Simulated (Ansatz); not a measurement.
Breaking the Ge1–S2 bond in GeS (multiplicity 1 held). Energies count from the point at 2.028 Å.


Signs of static correlation in def2-TZVPP, from Ansatz (a first-principles code) runs.

```csv
R (Å),T1 of restricted CCSD,⟨S²⟩ of UHF,largest double amplitude of restricted CCSD
1.623,0.011,0.000,0.059
1.826,0.016,0.000,0.063
2.028,0.024,0.000,0.074
2.231,0.037,0.387,0.085
2.434,0.055,0.844,0.097
2.738,(withheld),1.052,0.115
3.043,0.202,1.537,0.180
3.550,(withheld),1.891,0.204
4.057,0.071,2.021,0.225
4.666,0.022,2.023,0.259
5.477,0.012,2.023,0.298
6.491,0.012,2.023,0.311
8.114,0.012,2.023,0.315
```

Question: Fill in the missing entries.

Answer: 
- 2.738, T1 of restricted CCSD: 0.105
- 3.550, T1 of restricted CCSD: 0.128

Doubts at one or more of the structures used: a restricted determinant that unrestricted orbitals would lower (R-CCSD(T)/def2-TZVPP); T1 above 0.05 (R-CCSD(T)/def2-TZVPP, U-CCSD(T)/def2-TZVPP); a spin-contaminated determinant (U-CCSD(T)/def2-TZVPP); the program's own flag: large difference (U-CCSD(T)/def2-TZVPP).
